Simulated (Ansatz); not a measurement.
Calculated with Ansatz (gas phase, PBE0-D4/def2-TZVP geometries, no zero-point term in ΔE). CBS: MP2 limit from def2 TZ/QZ plus the TZ coupled-cluster correction, frozen cores. Functionals use def2-TZVPP. For Ge outer-core shells are correlated without core-valence functions, which leaves a few kJ/mol of doubt a bond. Scalar relativity is left out up to krypton. One conformer a species, not always the lowest.

Consider the substitution at a C–B bond: `CB(N)S` + `C[O][Ge]([OH])([O]C)[O]C` → `C[O][Ge]([O]C)([O]C)[O]C` + `NBS`.

```
          level  ΔE (kJ/mol)
     r2SCANh-D4         99.6
       BHLYP-D4         92.2
         r2SCAN         99.8
CCSD/def2-TZVPP         95.7
```

**Question.** What does CCSD(T)/CBS give? (An estimate is asked.)

**Answer.** The calculation gave: +98.3 kJ/mol. The listed levels differ from it by 1.3, -6.1, 1.5, -2.6 kJ/mol.

Largest T1 diagnostic among the species: 0.012.

Leaving LDA and LC-ωPBE aside and taking each functional with its dispersion term where it has one, the values, not all of them listed here, spread over 12.5 kJ/mol, from BLYP-D4 to PBE-QIDH. LDA lies +3.4 kJ/mol from PBE without D4. From BLYP to BHLYP (50 % exact exchange), in def2-TZVPP and without D4, ΔE moves by +3.0 kJ/mol.
